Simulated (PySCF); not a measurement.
Excitations are Tamm–Dancoff values on a coarser integration grid. The basis has no diffuse functions, so Rydberg states are missing or too high.

Species: C₂H₂NO, SMILES `[H]/[O+]=C\[N+]#[C-]` (charge 1, multiplicity 1).

Task: What LUMO, HOMO–LUMO gap and T1 excitation (TDA) does PBE-D3(BJ)/def2-TZVP // TPSSh-D3(BJ)/def2-TZVP run with PySCF 2.14.0 give?

Result: 
- LUMO: -11.34 eV
- HOMO–LUMO gap: 2.78 eV
- T1 excitation (TDA): 2.25 eV
